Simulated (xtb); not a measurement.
xtb input (GFN2-xTB):

```bash
xtb mol.xyz --gfn 2 --ohess tight --chrg 1 --uhf 0
```
mol.xyz:
```
4

Si    -0.04540300     0.00140449    -0.02220510
Cl     1.83752867    -0.04894132     0.04687349
H     -0.89889991     1.25803340    -0.03644012
H     -0.89338167    -1.19825883    -0.01972942
```

Output:

```
           -------------------------------------------------
          |                Calculation Setup                |
           -------------------------------------------------

           -------------------------------------------------
          |                 G F N 2 - x T B                 |
           -------------------------------------------------

        Reference                      10.1021/acs.jctc.8b01176
      * Hamiltonian:
        H0-scaling (s, p, d)           1.850000    2.230000    2.230000
        zeta-weighting                 0.500000
      * Dispersion:
        s8                             2.700000
        a1                             0.520000
        a2                             5.000000
        s9                             5.000000
      * Repulsion:
        kExp                           1.500000    1.000000
        rExp                           1.000000
      * Coulomb:
        alpha                          2.000000
        third order                    shell-resolved
        anisotropic                    true
        a3                             3.000000
        a5                             4.000000
        cn-shift                       1.200000
        cn-exp                         4.000000
        max-rad                        5.000000

          ...................................................
          :                      SETUP                      :
          :.................................................:
          :  # basis functions                  22          :
          :  # atomic orbitals                  20          :
          :  # shells                            8          :
          :  # electrons                        12          :
          :  max. iterations                   250          :
          :  Hamiltonian                  GFN2-xTB          :
          :  restarted?                      false          :
          :  GBSA solvation                  false          :
          :  PC potential                    false          :
          :  electronic temp.          300.0000000     K    :
          :  accuracy                    1.0000000          :
          :  -> integral cutoff          0.2500000E+02      :
          :  -> integral neglect         0.1000000E-07      :
          :  -> SCF convergence          0.1000000E-05 Eh   :
          :  -> wf. convergence          0.1000000E-03 e    :
          :  Broyden damping             0.4000000          :
          :  net charge                          1          :
          :  unpaired electrons                  0          :
          ...................................................

 iter      E             dE          RMSdq      gap      omega  full diag
   1     -6.8931517 -0.689315E+01  0.198E+01    4.46       0.0  T
   2     -6.9135629 -0.204113E-01  0.137E+01    4.03       1.0  T
   3     -6.9143285 -0.765526E-03  0.337E+00    3.55       1.0  T
   4     -6.9180737 -0.374525E-02  0.117E+00    3.92       1.0  T
   5     -6.9178887  0.185054E-03  0.565E-01    3.89       1.0  T
   6     -6.9184628 -0.574165E-03  0.240E-01    3.98       1.0  T
[...]
   full:        0.601      -0.005       0.008       1.528
molecular quadrupole (traceless):
                xx          xy          yy          xz          yz          zz
 q only:        2.540      -0.047      -0.351       0.293       0.018      -2.189
  q+dip:        5.339      -0.099      -0.781       0.617       0.038      -4.558
   full:        3.129      -0.079      -1.979       0.274      -0.015      -1.150

           -------------------------------------------------
          |                Geometry Summary                 |
           -------------------------------------------------

      molecular mass/u    :       65.5543178
   center of mass at/Å    :        0.9318270      -0.0127435       0.0474973
  moments of inertia/u·Å² :        0.3002480E+01   0.6488515E+02   0.6788657E+02
rotational constants/cm⁻¹ :        0.5614570E+01   0.2598072E+00   0.2483206E+00

 * 3 selected distances

     #   Z          #   Z                                           value/Å
     1  14 Si       2  17 Cl                                      1.9246019 (max)
     1  14 Si       3   1 H                                       1.4575920
     1  14 Si       4   1 H                                       1.4574377 (min)

 * 2 distinct bonds (by element types)

   Z      Z             #   av. dist./Å        max./Å        min./Å
   1 H   14 Si          2     1.4575149     1.4575920     1.4574377
  14 Si  17 Cl          1     1.9246019     1.9246019     1.9246019

           -------------------------------------------------
          |               Frequency Printout                |
           -------------------------------------------------
 projected vibrational frequencies (cm⁻¹)
eigval :       -0.00    -0.00    -0.00     0.00     0.00     0.00
eigval :      439.22   668.91   669.87   748.61  2303.32  2350.04
 reduced masses (amu)
   1:  2.11   2: 25.68   3: 33.79   4: 29.88   5: 32.00   6: 27.32   7:  4.59   8: 30.15
   9:  4.80  10:  2.47  11:  2.31  12:  1.57
 IR intensities (km·mol⁻¹)
   1:  0.67   2: 16.95   3:  7.51   4:  9.08   5: 12.18   6:  9.06   7: 38.11   8: 36.32
   9:  9.12  10:242.66  11: 63.19  12: 12.80
 Raman intensities (Ä⁴*amu⁻¹)
   1:  0.00   2:  0.00   3:  0.00   4:  0.00   5:  0.00   6:  0.00   7:  0.00   8:  0.00
   9:  0.00  10:  0.00  11:  0.00  12:  0.00
 output can be read by thermo (or use thermo option).
 writing <g98.out> molden fake output.
 recommended (thermochemical) frequency scaling factor: 1.0
           -------------------------------------------------
          |             Thermodynamic Functions             |
           -------------------------------------------------

c2v symmetry found (for desy threshold:  0.10E+00) used in thermo

          ...................................................
          :                      SETUP                      :
          :.................................................:
          :  # frequencies                           6      :
          :  # imaginary freq.                       0      :
          :  linear?                             false      :
          :  only rotor calc.                    false      :
          :  symmetry                              c2v      :
          :  rotational number                       2      :
          :  scaling factor                  1.0000000      :
          :  rotor cutoff                   50.0000000 cm⁻¹ :
          :  imag. cutoff                  -20.0000000 cm⁻¹ :
Note: The following floating-point exceptions are signalling: IEEE_UNDERFLOW_FLAG IEEE_DENORMAL
normal termination of xtb
          :.................................................:

    mode    ω/cm⁻¹     T·S(HO)/kcal·mol⁻¹    T·S(FR)/kcal·mol⁻¹   T·S(vib)
   ------------------------------------------------------------------------
   ------------------------------------------------------------------------

   temp. (K)  partition function   enthalpy   heat capacity  entropy
                                   cal/mol     cal/K/mol   cal/K/mol   J/K/mol
 298.15  VIB   1.27                  388.537      3.908      1.772
         ROT  0.439E+04              888.752      2.981     19.649
         INT  0.556E+04             1277.289      6.889     21.422
         TR   0.514E+27             1481.254      4.968     38.442
         TOT                        2758.5433    11.8575    59.8635   250.4688

       T/K    H(0)-H(T)+PV         H(T)/Eh          T*S/Eh         G(T)/Eh
   ------------------------------------------------------------------------
    298.15    0.439602E-02    0.207532E-01    0.284431E-01   -0.768986E-02
   ------------------------------------------------------------------------

         :::::::::::::::::::::::::::::::::::::::::::::::::::::
         ::                  THERMODYNAMIC                  ::
         :::::::::::::::::::::::::::::::::::::::::::::::::::::
         :: total free energy          -6.894021691465 Eh   ::
         ::.................................................::
         :: total energy               -6.886331835592 Eh   ::
         :: zero point energy           0.016357193270 Eh   ::
         :: G(RRHO) w/o ZPVE           -0.024047049142 Eh   ::
         :: G(RRHO) contrib.           -0.007689855873 Eh   ::
         :::::::::::::::::::::::::::::::::::::::::::::::::::::

optimized geometry written to: xtbopt.xyz

           -------------------------------------------------
          | TOTAL ENERGY               -6.886331835592 Eh   |
          | TOTAL ENTHALPY             -6.865578623765 Eh   |
          | TOTAL FREE ENERGY          -6.894021691465 Eh   |
          | GRADIENT NORM               0.001605211127 Eh/α |
          | HOMO-LUMO GAP               3.992007339447 eV   |
           -------------------------------------------------

------------------------------------------------------------------------
------------------------------------------------------------------------
 total:
 SCF:
 ANC optimizer:
 analytical hessian:
```
